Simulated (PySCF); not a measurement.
Computed shifts of a molecule C4H5F, PBE/pcSseg-1 (PySCF), GIAO, gas phase, atoms alike by connectivity averaged where their shifts nearly agree, in ppm (number of nuclei): ¹³C: 216.1 (1), 148.5 (1), 96.4 (1), 22.3 (1). ¹⁹F: -166.6 (1). ¹H: 6.00 (2), 2.31 (3). References: ¹³C against TMS (σ = 182.0 ppm); ¹⁹F against CFCl3 (σ = 133.6 ppm); ¹H against TMS (σ = 31.49 ppm), references at their B3LYP-D3(BJ)/def2-TZVP geometries, non-relativistic. Coordinates come from a PBE0-D3(BJ)/def2-SVP optimisation. One conformer was computed; it need not be the lowest.

Which structure fits?
A) CC=C=CF
B) C#C[C@H](C)F
C) C=C=C(C)F
D) F[C@H]1C=CC1

C, C=C=C(C)F
